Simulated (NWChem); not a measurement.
CH₆Hf; SMILES [CH3][HfH3]

All runs: NWChem. Structure relaxed at the PBE0/def2-SVP level. def2 effective core potentials on Hf; no spin-orbit coupling. LC-ωPBE (HJS hole) with def2-SVP; x = 1 − exp(−ω/0.25 bohr⁻¹) is a scale chosen for this fit.

| row | x | −ε(HOMO) (eV) |
|---|---|---|
| ω = 0.15 | 0.451 | 8.86 |
| ω = 0.25 | 0.632 | 9.89 |
| ω = 0.40 | 0.798 | 10.89 |
| ω = 0.50 | 0.865 | withheld |

Problem. Fit a straight line of the last column on the one before it, predict the withheld value, and compare with the run.

Solution. 
1. Means of the 3 shown rows: x = 0.6270, y = 9.880. Slope Σ(x − x̄)(y − ȳ)/Σ(x − x̄)² = 0.3523/0.06024 = 5.848; intercept 6.213.
2. The shown rows scatter about the line by 0.014 (root mean square); the largest residual is -0.02, at ω = 0.25.
3. At x = 0.865 (ω = 0.50; beyond the shown range) the line gives 11.27.
4. The run gives 11.30, +0.03 from the line.
